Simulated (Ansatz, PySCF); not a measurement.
This PySCF input computes a CAM-B3LYP/def2-TZVPD energy:

```python
from pyscf import gto, scf, dft

mol = gto.M(
    atom='''
    C    -1.14981457   -0.05477791   -0.04502006
    Si    0.54785519    0.02610017    0.02145083
    H    -1.76847219    0.83159725   -0.09957680
    H    -1.68390593   -0.99607076   -0.03559828
    H     1.39794796   -1.17454559    0.09584332
    H     1.28334497    1.30228411    0.00914054
    ''',
    basis='def2-tzvpd',
    charge=0,
    spin=0,
    verbose=4,
)

mf = dft.RKS(mol, xc='camb3lyp').density_fit(auxbasis='def2-universal-jkfit')
mf.grids.level = 3
mf.conv_tol = 1e-9
mf.max_cycle = 100
mf.max_memory = 1500
mf.kernel()
if not mf.converged:
    mf = mf.newton()
    mf.kernel(mf.make_rdm1())
mf.analyze()
```

Problem. Write an input for the same energy in Ansatz (a first-principles code) and say what it gives.

Solution. 
Ansatz 0.2 input:
```yaml
crystal:
  periodic: [false, false, false]
  atoms:
    - {symbol: C, position_ang: [-1.14981457, -0.05477791, -0.04502006]}
    - {symbol: Si, position_ang: [0.54785519, 0.02610017, 0.02145083]}
    - {symbol: H, position_ang: [-1.76847219, 0.83159725, -0.09957680]}
    - {symbol: H, position_ang: [-1.68390593, -0.99607076, -0.03559828]}
    - {symbol: H, position_ang: [1.39794796, -1.17454559, 0.09584332]}
    - {symbol: H, position_ang: [1.28334497, 1.30228411, 0.00914054]}
basis:
  gaussian:
    orbitals: def2-TZVPD
hamiltonian:
  xc: {name: CAM-B3LYP}
output: {forces: true}
```
It gives -329.94156 Eh, and PySCF -329.94162 Eh, a difference of 0.06 mEh, from the treatment of integrals and grids.
